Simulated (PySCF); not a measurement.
C3H10O2Si2, SMILES COC(=O)[SiH2]C[SiH3], GFN2-xTB optimised geometry.

```
17

C      3.20    -0.75     1.31
O      1.79    -0.84     1.14
C      1.34    -1.38     0.00
O      2.07    -1.79    -0.87
Si    -0.58    -1.38     0.00
C     -1.15     0.43     0.00
Si    -3.03     0.67     0.09
H      3.66    -0.35     0.41
H      3.37    -0.09     2.16
H      3.61    -1.74     1.51
H     -1.02    -2.11    -1.19
H     -0.99    -2.07     1.23
H     -0.77     0.92    -0.90
H     -0.68     0.94     0.84
H     -3.33     2.11     0.09
H     -3.66     0.05    -1.07
H     -3.54     0.06     1.32
```

Density from PBE0/def2-SVP (PySCF) at that geometry.

Minimum of the electron density along straight lines between bonded atoms, close to the bond critical point (lines longer than 1.1 times the sum of covalent radii, or with two minima, are not listed):

```csv
bond,length / Å,ρ at the minimum / e bohr⁻³,∇²ρ there / e bohr⁻⁵,position (fraction from the first atom)
C1–O2,1.423,___,-0.31,0.34
O2–C3,1.341,0.299,___,0.67
C3–O4,1.206,0.414,0.33,0.33
C3–Si5,1.917,0.110,0.32,0.62
Si5–C6,1.896,0.110,0.31,0.38
C6–Si7,1.901,0.108,0.31,0.62
C1–H8,1.092,0.283,-1.10,0.64
C1–H9,1.087,0.285,-1.11,0.64
C1–H10,1.092,0.282,-1.08,0.64
Si5–H11,1.463,0.119,0.32,0.49
Si5–H12,1.466,0.118,0.32,0.49
C6–H13,1.091,0.266,-0.92,0.62
C6–H14,1.091,0.267,-0.93,0.63
Si7–H15,1.467,0.117,0.32,0.49
Si7–H16,1.463,0.117,0.33,0.49
Si7–H17,1.463,0.117,0.33,0.49
```

Fill in the missing entries.


- C1–O2, ρ at the minimum / e bohr⁻³: 0.244
- O2–C3, ∇²ρ there / e bohr⁻⁵: -0.25
